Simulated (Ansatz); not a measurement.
```yaml
crystal:
  periodic: [false, false, false]
  atoms:
    - {symbol: C, position_ang: [-1.453171, -1.301928, 1.719498]}
    - {symbol: O, position_ang: [-0.383011, -0.516141, 1.343703]}
    - {symbol: Ti, position_ang: [0.504368, 0.481633, 0.135378]}
    - {symbol: O, position_ang: [2.241796, 0.723502, 0.720884]}
    - {symbol: O, position_ang: [-0.292475, 1.888564, -0.470851]}
    - {symbol: C, position_ang: [-1.231863, 2.907195, -0.806219]}
    - {symbol: S, position_ang: [0.595718, -0.847177, -1.772747]}
    - {symbol: C, position_ang: [1.571640, -2.336220, -1.083731]}
    - {symbol: H, position_ang: [-2.279778, -0.589913, 1.971829]}
    - {symbol: H, position_ang: [-1.825243, -1.810540, 0.793707]}
    - {symbol: H, position_ang: [-1.205962, -1.937047, 2.508244]}
    - {symbol: H, position_ang: [2.819799, 1.371603, 0.453694]}
    - {symbol: H, position_ang: [-2.109900, 2.764710, -0.196427]}
    - {symbol: H, position_ang: [-1.468730, 2.816383, -1.774898]}
    - {symbol: H, position_ang: [-0.764160, 3.916140, -0.517626]}
    - {symbol: H, position_ang: [1.713431, -2.971397, -1.927750]}
    - {symbol: H, position_ang: [0.999067, -2.770906, -0.336251]}
    - {symbol: H, position_ang: [2.534977, -1.924689, -0.697996]}
basis:
  gaussian: {orbitals: aug-pcseg-2}
hamiltonian: {xc: {name: LC-wPBE}}
output: {forces: true}
```

```sh
$ ansatz run in.yaml --threads 4 --pin off --events-out ev --progress --plain --max-ram 66560MiB --backend cuda --devices 0, --max-vram 37GiB
```

It prints (some lines left out):

```
Functional definition: LC-wPBE
2626 factors; their error is unknown
1444 factors; integrals over basis functions are off by at most 3.9e-5 eV
mean field evaluation 1: about -43345.7099 eV, gradient 9.5e1 eV
mean field evaluation 2: about -43268.9570 eV, gradient 2.7e2 eV
mean field evaluation 4: about -43361.4647 eV, gradient 1.3e1 eV
mean field evaluation 8: about -43361.7737 eV, gradient 5.3e-1 eV
mean field evaluation 16: about -43361.6822 eV, gradient 1.8e-3 eV
mean field -43361.68224162 eV, -1593.5124307758 hartree, gradient 5.8e-5 eV, S^2 0.000000; 0 other end points of the search recorded, 0 dependent functions left out
reference -43361.68224164 eV, -1593.5124307763 hartree; 45, 45 occupied and 592, 592 virtual orbitals, 2626 factors
Total energy: -43361.68224164 eV, -1593.5124307763 hartree
Atom 0 at    -1.453171    -1.301928     1.719498 Å, force    -2.015754     2.010892    -2.580256 eV/Å
Atom 1 at    -0.383011    -0.516141     1.343703 Å, force     1.359523     0.843734    -0.542525 eV/Å
Atom 2 at     0.504368     0.481633     0.135378 Å, force     0.922213    -1.553836     0.536923 eV/Å
Atom 3 at     2.241796     0.723502     0.720884 Å, force    -2.869067    -2.149326     0.659975 eV/Å
Atom 4 at    -0.292475     1.888564    -0.470851 Å, force    -0.763448     1.087530    -0.290782 eV/Å
Atom 5 at    -1.231863     2.907195    -0.806219 Å, force     2.350024     0.940615     4.517509 eV/Å
Atom 6 at     0.595718    -0.847177    -1.772747 Å, force     0.625013    -0.853327     0.803382 eV/Å
Atom 7 at     1.571640    -2.336220    -1.083731 Å, force     0.774182     3.307458    -1.137530 eV/Å
Atom 8 at    -2.279778    -0.589913     1.971829 Å, force     0.401249    -0.844668     0.357646 eV/Å
Atom 9 at    -1.825243    -1.810540     0.793707 Å, force     0.294141    -0.239912     0.960455 eV/Å
Atom 10 at    -1.205962    -1.937047     2.508244 Å, force     0.292684    -1.187993     1.267719 eV/Å
Atom 11 at     2.819799     1.371603     0.453694 Å, force     2.035005     2.192198    -0.898437 eV/Å
Atom 12 at    -2.109900     2.764710    -0.196427 Å, force    -0.400134     0.029750     0.182993 eV/Å
Atom 13 at    -1.468730     2.816383    -1.774898 Å, force    -0.768667    -0.017912    -3.738578 eV/Å
Atom 14 at    -0.764160     3.916140    -0.517626 Å, force    -0.773568    -1.403700    -0.765694 eV/Å
Atom 15 at     1.713431    -2.971397    -1.927750 Å, force     0.214647    -0.568619    -0.414027 eV/Å
Atom 16 at     0.999067    -2.770906    -0.336251 Å, force    -0.903288    -0.967799     1.379092 eV/Å
Atom 17 at     2.534977    -1.924689    -0.697996 Å, force    -0.774754    -0.625084    -0.297866 eV/Å
Dipole moment:    -0.353121     0.387526     0.192542 e Å
```

Run time 16 s (4 threads of an AMD EPYC 7R13 on a shared host and a share of an NVIDIA H100 80 GB); peak host memory 1.4 GiB.
